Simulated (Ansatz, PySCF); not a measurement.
Molecule: trichloro(methyl)silane, CH$_{3}$Cl$_{3}$Si, charge 0, multiplicity 1. SMILES: C[Si](Cl)(Cl)Cl
Geometry: optimised at B3LYP-D3(BJ)/def2-TZVP (Ansatz, a program for electronic structure).

Property: atomisation energy (electronic, to ground-state atoms), in kcal/mol. Cores are frozen in the correlated levels unless marked. Open shells are spin-unrestricted. Spin-orbit coupling is left out. No relativistic terms. The coupled-cluster limit lacks core correlation, which all-electron functionals hold. CBS(X,Y): correlation extrapolated as X^-3; Hartree-Fock from the larger set. [CCSD(T)-MP2]/basis is that difference in the basis named.

```csv
level,program,atomisation energy (kcal/mol),minus last row,rough core time
HF/STO-3G,Ansatz,622.5,-59.7,-
HF/6-31G,Ansatz,414.3,-267.9,-
HF-D3(BJ)/def2-TZVPD,PySCF + dftd3,559.3,-122.9,-
PBE-D4/def2-TZVPD,Ansatz + dftd4,688.3,6.1,under 20 s
B3LYP-D3(BJ)/def2-TZVPD,Ansatz + dftd3,672.6,-9.6,27 s
PBE0/6-31G*,Ansatz,665.0,-17.2,under 20 s
PBE0/def2-SVP,Ansatz,673.2,-9.0,under 20 s
PBE0-D3(BJ)/def2-TZVP,Ansatz + dftd3,682.6,0.4,under 20 s
BHLYP-D3(BJ)/def2-TZVPD,Ansatz + dftd3,661.0,-21.2,30 s
BHLYP/def2-TZVPD,Ansatz,651.0,-31.2,30 s
CAM-B3LYP-D4/def2-TZVPD,Ansatz + dftd4,673.6,-8.6,30 s
wB97X/def2-TZVPD,Ansatz,679.4,-2.8,22 s
B2GP-PLYP-D3(BJ)/def2-TZVPD,Ansatz + dftd3,673.3,-8.9,30 s
MP2/6-31G,Ansatz,506.1,-176.1,-
RI-MP2/aug-cc-pV(Q+d)Z,Ansatz,693.8,11.6,50 s
"RI-MP2/CBS(aug-cc-pV(T+d)Z,aug-cc-pV(Q+d)Z)",Ansatz,701.3,19.1,2.3 min
"RI-MP2/CBS(cc-pV(T+d)Z,cc-pV(Q+d)Z)",Ansatz,700.9,18.7,60 s
SCS-MP2/STO-3G,Ansatz,677.1,-5.1,-
CCSD/STO-3G,Ansatz,681.2,-1.0,-
CCSD(T)/cc-pV(D+d)Z,Ansatz,617.4,-64.8,under 20 s
"RI-MP2/CBS(aug-cc-pV(T+d)Z,aug-cc-pV(Q+d)Z)+[CCSD(T)-MP2]/aug-cc-pV(T+d)Z",Ansatz,682.2,0.0,15 min
```

Core times are rough, on shared machines, summed over the molecules involved; a dash marks a level read off another run, or run on other hardware, by another program or under a memory cap.
